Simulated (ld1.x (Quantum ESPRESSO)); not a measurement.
# lead (Pb): TM semilocal pseudisation with PW91, scalar-relativistic reference atom.

Input for ld1.x (Quantum ESPRESSO) 7.5:

```
&input
   title='Pb', zed=82., rel=1, dft='PW91', iswitch=3,
   config='[Xe] 4f14 5d10 6s1.75 6p2.25',
   nld=3, rlderiv=3.05, eminld=-4.0, emaxld=5.0, deld=0.02
 /
 &inputp
   pseudotype=1, tm=.true., lloc=2,
   nlcc=.false.,
   file_pseudopw='Pb.pp', file_wfcaegen='ae.wfc', file_wfcncgen='nc.wfc'
 /
3
6S  1  0   1.75   0.00  1.60  1.60  0.0
6P  2  1   2.25   0.00  2.80  2.80  0.0
5D  3  2  10.00   0.00  2.00  2.00  0.0
 &test
   configts(1)='5d10 6s1.75 6p2.25'
 /
```

Command:

```bash
ld1.x < Pb.in > Pb.out
```

Output (shortened: banner, matrices, multipoles, cross overlaps and the repeated all-electron block are left out):

```
Program LD1 v.7.5
     --------------------------- All-electron run ----------------------------

     Pb
     scalar relativistic calculation

     atomic number is 82.00
     dft =PW91   lsd =0 sic =0 latt =0  beta=0.20 tr2=1.0E-14
     Exchange-correlation= PW91
                           (   1   4   2   2   0   0   0)
     mesh =1281 r(mesh) =  98.81810 a.u. xmin = -7.00 dx = 0.01250
     1 Ry =  13.60569312 eV, c = 137.03599908

     n l     nl                  e(Ry)          e(Ha)          e(eV)
     1 0     1S 1( 2.00)     -6478.6078     -3239.3039    -88145.9492
     2 0     2S 1( 2.00)     -1158.7943      -579.3972    -15766.2003
     2 1     2P 1( 6.00)      -993.8108      -496.9054    -13521.4846
     3 0     3S 1( 2.00)      -278.1963      -139.0981     -3785.0528
     3 1     3P 1( 6.00)      -230.9031      -115.4516     -3141.5969
     4 0     4S 1( 2.00)       -63.0088       -31.5044      -857.2780
     4 1     4P 1( 6.00)       -47.5135       -23.7568      -646.4547
     3 2     3D 1(10.00)      -182.7126       -91.3563     -2485.9321
     5 0     5S 1( 2.00)       -10.6366        -5.3183      -144.7177
     5 1     5P 1( 6.00)        -6.3467        -3.1733       -86.3507
     4 2     4D 1(10.00)       -29.5933       -14.7967      -402.6380
     4 3     4F 1(14.00)        -9.8088        -4.9044      -133.4554
     5 2     5D 1(10.00)        -1.5909        -0.7954       -21.6452
     6 0     6S 1( 1.75)        -0.9115        -0.4558       -12.4016
     6 1     6P 1( 2.25)        -0.2743        -0.1372        -3.7323

     final scf error:  7.3E-15 reached in  27 iterations

     Etot =  -41767.468940 Ry,  -20883.734470 Ha, -568275.364924 eV

     Ekin =   47225.993189 Ry,   23612.996594 Ha,  642542.370753 eV
     Encl = -104294.922034 Ry,  -52147.461017 Ha,-1419004.703486 eV
     Eh   =   16077.998804 Ry,    8038.999402 Ha,  218752.317761 eV
     Exc  =    -776.538899 Ry,    -388.269449 Ha,  -10565.349952 eV

     normalization and overlap integrals

     s(1S/1S) =  1.000000  <r> =   0.0160  <r2> =    0.0004  r(max) =   0.0099
     s(2S/2S) =  1.000000  <r> =   0.0676  <r2> =    0.0054  r(max) =   0.0575
     s(2P/2P) =  1.000000  <r> =   0.0614  <r2> =    0.0046  r(max) =   0.0476
     s(3S/3S) =  1.000000  <r> =   0.1745  <r2> =    0.0348  r(max) =   0.1601
     s(3P/3P) =  1.000000  <r> =   0.1765  <r2> =    0.0361  r(max) =   0.1622
     s(4S/4S) =  1.000000  <r> =   0.3842  <r2> =    0.1665  r(max) =   0.3609
     s(4P/4P) =  1.000000  <r> =   0.4100  <r2> =    0.1909  r(max) =   0.3842
     s(3D/3D) =  1.000000  <r> =   0.1599  <r2> =    0.0299  r(max) =   0.1311
     s(5S/5S) =  1.000000  <r> =   0.8532  <r2> =    0.8155  r(max) =   0.7932
     s(5P/5P) =  1.000000  <r> =   0.9767  <r2> =    1.0762  r(max) =   0.8766
     s(4D/4D) =  1.000000  <r> =   0.4310  <r2> =    0.2143  r(max) =   0.3890
     s(4F/4F) =  1.000000  <r> =   0.4538  <r2> =    0.2467  r(max) =   0.3476
     s(5D/5D) =  1.000000  <r> =   1.3035  <r2> =    1.9807  r(max) =   1.0707
     s(6S/6S) =  1.000000  <r> =   2.2995  <r2> =    6.0071  r(max) =   1.9509
     s(6P/6P) =  1.000000  <r> =   3.3289  <r2> =   12.9613  r(max) =   2.6334

     ------------------------ End of All-electron run ------------------------

     --------------------- Generating NC pseudopotential ---------------------

      Generating local pot.: lloc=2, matching radius rcloc =   2.0000

      Wfc   6S  rcut= 1.597  Using Troullier-Martins method

      Wfc   6P  rcut= 2.768  Using Troullier-Martins method

     ------------------- End of pseudopotential generation -------------------

     Computing logarithmic derivative in   3.04059
     Message from routine run_pseudo:
     Warning: convergence not achieved
     Computing logarithmic derivative in   3.04059
     Computing the partial wave expansion
     R is outside the sphere for l=    0 j= 0.00
     R is outside the sphere for l=    1 j= 0.00
       no projector for channel:   2

     ---------------------- Testing the pseudopotential ----------------------

     Pb
     scalar relativistic calculation

     atomic number is 82.00   valence charge is 14.00
     dft =PW91   lsd =0 sic =0 latt =0  beta=0.20 tr2=1.0E-14
     mesh =1281 r(mesh) =  98.81810 xmin = -7.00 dx = 0.01250

     n l     nl             e AE (Ry)        e PS (Ry)    De AE-PS (Ry)
     3 2     5D   1(10.00)       -1.59089       -1.59089        0.00000
     1 0     6S   1( 1.75)       -0.91150       -0.91150       -0.00000
     2 1     6P   1( 2.25)       -0.27432       -0.27432        0.00000

     eps = 2.0E-10  iter =201

     Etot =  -41767.468940 Ry,  -20883.734470 Ha, -568275.364924 eV
     Etotps =  -119.412634 Ry,     -59.706317 Ha,   -1624.691649 eV

     Ekin =      72.007062 Ry,      36.003531 Ha,     979.705993 eV
     Encl =    -284.498855 Ry,    -142.249427 Ha,   -3870.804109 eV
     Ehrt =     105.629909 Ry,      52.814955 Ha,    1437.168130 eV
     Ecxc =     -14.540727 Ry,      -7.270364 Ha,    -197.836676 eV
     Epseu=       1.989977 Ry,       0.994988 Ha,      27.075012 eV

     ---------------------- End of pseudopotential test ----------------------
```

Generation and configuration tests took about 6.7 s on one core of a shared server CPU.

Transferability test of the new file with ld1.x, input:

```
&input
   title='Pb', zed=82., rel=1, dft='PW91', iswitch=2,
   config='[Xe] 4f14 5d10 6s1.75 6p2.25'
 /
 &test
   file_pseudo='Pb.pp', nconf=8,
   configts(1)='5d10 6s1.75 6p2.25',
   configts(2)='5d10 6s2 6p2',
   configts(3)='5d10 6s2 6p1',
   configts(4)='5d10 6s2 6p0',
   configts(5)='5d10 6s0 6p0',
   configts(6)='5d9 6s2 6p3',
   configts(7)='5d10 6s0 6p4',
   configts(8)='5d10 6s1 6p2'
 /
```

```bash
ld1.x < Pb.test.in > Pb.test.out
```

Pseudopotential blocks of its output, shortened (energy terms left out; the distinct warnings before each block abridged to one line each):

```
     Warning: convergence not achieved
     ---------------------- Testing the pseudopotential ----------------------

     n l     nl             e AE (Ry)        e PS (Ry)    De AE-PS (Ry)
     3 2     5D   1(10.00)       -1.59089       -1.59089        0.00000
     1 0     6S   1( 1.75)       -0.91150       -0.91150       -0.00000
     2 1     6P   1( 2.25)       -0.27432       -0.27432        0.00000

     eps = 1.3E-11  iter =201

     Etot =  -41767.468940 Ry,  -20883.734470 Ha, -568275.364924 eV
     Etotps =  -119.412634 Ry,     -59.706317 Ha,   -1624.691649 eV

     ---------------------- End of pseudopotential test ----------------------

          Warning: convergence not achieved
     ---------------------- Testing the pseudopotential ----------------------

     n l     nl             e AE (Ry)        e PS (Ry)    De AE-PS (Ry)
     3 2     5D   1(10.00)       -1.55875       -1.55843       -0.00031
     1 0     6S   1( 2.00)       -0.89027       -0.89038        0.00011
     2 1     6P   1( 2.00)       -0.26043       -0.26052        0.00009

     eps = 4.7E-10  iter =201

     Etot =  -41767.627297 Ry,  -20883.813648 Ha, -568277.519473 eV
     Etotps =  -119.571017 Ry,     -59.785509 Ha,   -1626.846569 eV
     dEtot_ae =      -0.158356 Ry
     dEtot_ps =      -0.158384 Ry,   Delta E=       0.000027 Ry

     ---------------------- End of pseudopotential test ----------------------

          Warning: convergence not achieved
     ---------------------- Testing the pseudopotential ----------------------

     n l     nl             e AE (Ry)        e PS (Ry)    De AE-PS (Ry)
     3 2     5D   1(10.00)       -2.12464       -2.12135       -0.00330
     1 0     6S   1( 2.00)       -1.42017       -1.41979       -0.00038
     2 1     6P   1( 1.00)       -0.72909       -0.72925        0.00015

     eps = 3.9E-10  iter =201

     Etot =  -41767.139947 Ry,  -20883.569974 Ha, -568270.888749 eV
     Etotps =  -119.083346 Ry,     -59.541673 Ha,   -1620.211458 eV
     dEtot_ae =       0.328993 Ry
     dEtot_ps =       0.329288 Ry,   Delta E=      -0.000295 Ry

     ---------------------- End of pseudopotential test ----------------------

          Warning: convergence not achieved
     ---------------------- Testing the pseudopotential ----------------------

     n l     nl             e AE (Ry)        e PS (Ry)    De AE-PS (Ry)
     3 2     5D   1(10.00)       -2.78675       -2.77917       -0.00758  !
     1 0     6S   1( 2.00)       -2.02465       -2.02378       -0.00087
     2 1     6P   1( 0.00)       -1.26946       -1.27005        0.00058

     eps = 4.0E-10  iter =201

     Etot =  -41766.146146 Ry,  -20883.073073 Ha, -568257.367394 eV
     Etotps =  -118.088725 Ry,     -59.044362 Ha,   -1606.678949 eV
     dEtot_ae =       1.322794 Ry
     dEtot_ps =       1.323909 Ry,   Delta E=      -0.001115 Ry

     ---------------------- End of pseudopotential test ----------------------

          ---------------------- Testing the pseudopotential ----------------------

     n l     nl             e AE (Ry)        e PS (Ry)    De AE-PS (Ry)
     3 2     5D   1(10.00)       -4.53872       -4.52715       -0.01157  !
     1 0     6S   1( 0.00)       -3.54032       -3.53621       -0.00410
     2 1     6P   1( 0.00)       -2.62546       -2.62396       -0.00149

     eps = 2.4E-15  iter = 12

     Etot =  -41760.608598 Ry,  -20880.304299 Ha, -568182.025212 eV
     Etotps =  -112.554081 Ry,     -56.277041 Ha,   -1531.376287 eV
     dEtot_ae =       6.860342 Ry
     dEtot_ps =       6.858553 Ry,   Delta E=       0.001790 Ry

     ---------------------- End of pseudopotential test ----------------------

          Warning: convergence not achieved
     ---------------------- Testing the pseudopotential ----------------------

     n l     nl             e AE (Ry)        e PS (Ry)    De AE-PS (Ry)
     3 2     5D   1( 9.00)       -1.87772       -1.88334        0.00562  !
     1 0     6S   1( 2.00)       -1.03796       -1.03850        0.00054
     2 1     6P   1( 3.00)       -0.33746       -0.33504       -0.00241

     eps = 2.0E-09  iter =201

     Etot =  -41766.208135 Ry,  -20883.104067 Ha, -568258.210790 eV
     Etotps =  -118.147670 Ry,     -59.073835 Ha,   -1607.480943 eV
     dEtot_ae =       1.260806 Ry
     dEtot_ps =       1.264964 Ry,   Delta E=      -0.004158 Ry

     ---------------------- End of pseudopotential test ----------------------

          ---------------------- Testing the pseudopotential ----------------------

     n l     nl             e AE (Ry)        e PS (Ry)    De AE-PS (Ry)
     3 2     5D   1(10.00)       -1.79908       -1.80345        0.00437
     1 0     6S   1( 0.00)       -1.04518       -1.04523        0.00004
     2 1     6P   1( 4.00)       -0.36174       -0.36106       -0.00068

     eps = 8.1E-15  iter = 17

     Etot =  -41766.312497 Ry,  -20883.156249 Ha, -568259.630714 eV
     Etotps =  -118.255088 Ry,     -59.127544 Ha,   -1608.942432 eV
     dEtot_ae =       1.156443 Ry
     dEtot_ps =       1.157546 Ry,   Delta E=      -0.001103 Ry

     ---------------------- End of pseudopotential test ----------------------

          Warning: convergence not achieved
     ---------------------- Testing the pseudopotential ----------------------

     n l     nl             e AE (Ry)        e PS (Ry)    De AE-PS (Ry)
     3 2     5D   1(10.00)       -2.25103       -2.24912       -0.00190
     1 0     6S   1( 1.00)       -1.50497       -1.50405       -0.00092
     2 1     6P   1( 2.00)       -0.79123       -0.79061       -0.00062

     eps = 3.6E-10  iter =201

     Etot =  -41766.437441 Ry,  -20883.218721 Ha, -568261.330668 eV
     Etotps =  -118.381209 Ry,     -59.190604 Ha,   -1610.658399 eV
     dEtot_ae =       1.031499 Ry
     dEtot_ps =       1.031425 Ry,   Delta E=       0.000074 Ry

     ---------------------- End of pseudopotential test ----------------------
```
